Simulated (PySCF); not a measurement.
AlF₂I, SMILES [F][Al]([F])[I].

The structure is a stationary point at r2SCAN-D4/def2-SVP. The def2 effective core potentials stand for the cores of I; spin–orbit coupling is left out.

The numbers are results of TDDFT-CAM-B3LYP/def2-SVPD (PySCF), not measurements.

Vertical excitations. Gas-phase values at a fixed geometry. State labels are in the subgroup C2v.

| state | symmetry | energy (eV) | λ (nm) | f | main pairs |
|---|---|---|---|---|---|
| S1 | B2 | 5.43 | 228 | 0.019 | HOMO→LUMO 96 % |
| S2 | B1 | 5.57 | 223 | 0.037 | HOMO−1→LUMO 95 % |
| S3 | A2 | 6.17 | 201 | 0.000 | HOMO→LUMO+1 98 % |
| S4 | A1 | 6.59 | 188 | 0.022 | HOMO−1→LUMO+1 86 % |
| S5 | A1 | 7.71 | 161 | 0.214 | HOMO−2→LUMO 66 %, HOMO→LUMO+6 23 % |
| S6 | B2 | 7.88 | 157 | 0.098 | HOMO→LUMO+3 81 % |
| S7 | B1 | 8.02 | 155 | 0.067 | HOMO−1→LUMO+3 66 %, HOMO−2→LUMO+1 16 % |
| S8 | B2 | 8.08 | 153 | 0.020 | HOMO→LUMO+2 94 % |
| S9 | B1 | 8.18 | 152 | 0.061 | HOMO−2→LUMO+1 69 %, HOMO−1→LUMO+2 18 % |
| S10 | A2 | 8.20 | 151 | 0.000 | HOMO−1→LUMO+6 88 % |
| T1 | B2 | 5.09 | 243 | 0 | HOMO→LUMO 92 % |
| T2 | B1 | 5.20 | 239 | 0 | HOMO−1→LUMO 92 % |
| T3 | A1 | 5.94 | 209 | 0 | HOMO−1→LUMO+1 91 % |
| T4 | A2 | 6.03 | 206 | 0 | HOMO→LUMO+1 97 % |
Triplets are in the Tamm–Dancoff approximation, which puts them higher than full response would, so one can lie above its singlet here.
